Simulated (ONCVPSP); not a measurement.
**Building the ONCV potential for K (Z = 19) (LDA (Perdew-Zunger), scalar-relativistic).**

The input file (ONCVPSP 4.0.1):

```
# ATOM AND REFERENCE CONFIGURATION
# atsym  z   nc   nv     iexc    psfile
  K 19.00    4    1        3      upf
#
#   n    l    f
    1    0    2.00
    2    0    2.00
    2    1    6.00
    3    0    2.00
    3    1    6.00
#
# PSEUDOPOTENTIAL AND OPTIMIZATION
# lmax
    2
#
#   l,   rc,      ep,       ncon, nbas, qcut
    0    1.70    0.15    4    7    4.60
    1    1.85    0.00    4    7    6.00
    2    1.60    0.03    4    7    5.10
#
# LOCAL POTENTIAL
# lloc, lpopt,  rc(5),   dvloc0
    4    5    1.00    6.00
#
# VANDERBILT-KLEINMAN-BYLANDER PROJECTORs
# l, nproj, debl
    0    2    2.10
    1    2    2.70
    2    2    0.90
#
# MODEL CORE CHARGE
# icmod, fcfact, rcfact
    3    4.50    1.45
#
# LOG DERIVATIVE ANALYSIS
# epsh1, epsh2, depsh
   -2.00    5.00    0.02
#
# OUTPUT GRID
# rlmax, drl
    6.00    0.01
#
# TEST CONFIGURATIONS
# ncnf
    4
# nvcnf
#   n    l    f
    2
    3    1    6.00
    4    0    1.00
#
    2
    3    1    6.00
    4    0    0.50
#
    2
    3    1    6.00
    4    1    1.00
#
    2
    3    1    6.00
    3    2    1.00
#
```

Command:

```bash
oncvpsp.x < K.dat > K.out
```

Resulting log (shortened: citation, most of the input echo, consistency checks and plot data are left out):

```
ONCVPSP  (Optimized Norm-Conservinng Vanderbilt PSeudopotential)
scalar-relativistic version 4.0.1

#   n    l    f        energy (Ha)
    1    0    2.00    -1.2927623E+02
    2    0    2.00    -1.3174002E+01
    2    1    6.00    -1.0519582E+01
    3    0    2.00    -1.5198158E+00
    3    1    6.00    -9.1765296E-01

Reference configufation results
  iterations    23
  all-electron total energy (Ha)   -6.00394365D+02

Begin loop to  construct optimized pseudo wave functions
and semi-local pseudopoentials for all angular momenta

   Wellstate for l =  0  n =  5
     eigenvalue =   0.1500
     asymptotic potential =   0.6500
     half-point radius =  8.4083

   Wellstate for l =  0  n =  5
     eigenvalue =   2.2500
     asymptotic potential =   2.7500
     half-point radius =  2.9061

Calculating optimized projector #   1

 for l=   0

    Fraction of norm inside rc  0.033161
    Optimizing pswf for qcut=   4.59 a_B^-1,  ecut=  10.56 Ha
    Residual kinetic energy error=  1.56D-02 Ha
 ERROR pspot:  first pseudo wave function has node,          program will stop
 ERROR pspot: try changing psp parameters for this l
```

The run stopped because the optimised pseudo-wave of the first projector has a node, so the radial equation cannot be inverted for a potential.

The run took about 0.21 s on one core of a shared server CPU.
